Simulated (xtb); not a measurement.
Sn(H)(SH)3 (H4S3Sn), SMILES [SH][SnH]([SH])[SH]. All values are semi-empirical tight-binding results from xtb (GFN2-xTB unless named), good for trends rather than for accurate numbers. Geometry: GFN2-xTB. The structure was generated by enumeration; whether it is a known compound was not checked. Other conformers were not sampled.

Optimised geometry:

Bonds (Å): Sn1–S2 2.441, Sn1–S3 2.436, Sn1–S4 2.422, Sn1–H5 1.751, S2–H6 1.323, S3–H7 1.327, S4–H8 1.325. Bond angles (°): S2–Sn1–S3 108.7, S2–Sn1–S4 107.9, S2–Sn1–H5 110.7, S3–Sn1–S4 111.5, S3–Sn1–H5 108.0, S4–Sn1–H5 110.0, Sn1–S2–H6 95.8, Sn1–S3–H7 94.7, Sn1–S4–H8 94.5.
Charge 0, spin multiplicity 1.

A frequency run showed that this geometry is not a minimum.

For metal compounds this method's bond lengths and energies can be far off.

```json
{
  "orbital_gap": "1.86 eV"
}
```

Computed atomic charges and the Wiberg bond orders between heavy atoms:
charges (e) Sn1 0.33, S2 -0.32, S3 -0.29, S4 -0.27, H5 0.01, H6 0.17, H7 0.18, H8 0.19. Bond orders Sn1–S2 0.73, Sn1–S3 0.73, Sn1–S4 0.77.
